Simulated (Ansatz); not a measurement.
Basis-set extrapolation for `FB1CC=N1` (PBE0-D4/def2-TZVP geometry, frozen core, Ansatz 0.2.0). Multiplicity 1, RHF reference.

```csv
,def2-TZVPP,def2-QZVPP
HF,-256.193454,-256.204878
MP2 correlation,-0.847937,-0.912067
CCSD(T) correlation,-0.904630,not run
```

Energies in hartree. Use E(X) = E(∞) + A·exp(−7.88·√X) for Hartree–Fock and E(X) = E(∞) + B·X^(−2.97) for correlation, with X = 3 and 4, and add CCSD(T) minus MP2 of the smaller set to the MP2 limit.

Q: What is the CCSD(T) energy at the basis-set limit?

A: HF limit: -256.204878 + (-0.011424) × 0.13774 = -256.20645. MP2 limit: -0.912067 + (-0.064130) × 0.74074 = -0.95957. Higher-order term: -0.904630 − (-0.847937) = -0.05669. Total: -257.22271 hartree, 3.39 eV below CCSD(T)/def2-TZVPP.
